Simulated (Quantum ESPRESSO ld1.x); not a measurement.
The numbers below are computed, except where a source is named.
One sound ld1.x (Quantum ESPRESSO 7.5) input for the rhodium ion Rh+ gives E = -4779.2346 hartree in 30 iterations:

```
 &input
    zed=45.0,
    iswitch=1,
    rel=1,
    lsd=1,
    dft='PZ',
    config='[Kr] 4d8',
    verbosity='high',
    prefix='ld1',
    max_out_wfc=37,
    file_charge='ld1.rho',
 /
```

Changed or added lines, one case at a time, and what came of them:

- iswitch=0: refused. The program stops in ld1_readin with "wrong iswitch": iswitch takes 1 to 4.
- rmax=1000.0: harmless. The energy moves by less than 1e-5 hartree against the default mesh (-4779.2346 hartree).
- dft='GGA': refused. The program stops in set_dft_from_name with "GGA: unrecognized dft": the name is not a functional that the program knows.
- config='[Kr] 4d8 5p3': not converged. The string holds 47 electrons for Z = 45, so the species has charge -2 and is not the one meant. The extra electrons are not bound, and the cycle does not converge.
- zed=118.0: refused. The program stops in ld1_readin with "wrong nuclear charge zed: 118.00": zed must lie above 0 and at most 103.
- config='[Kr] 4d8 1s1': refused. The program stops in occ_spin with "wrong occupations": the bracketed core already holds 1s.
- dx=0.003: refused. The program stops in do_mesh with "ndmx is too small": the mesh holds 3500 points at most, so dx, xmin and rmax must fit that.
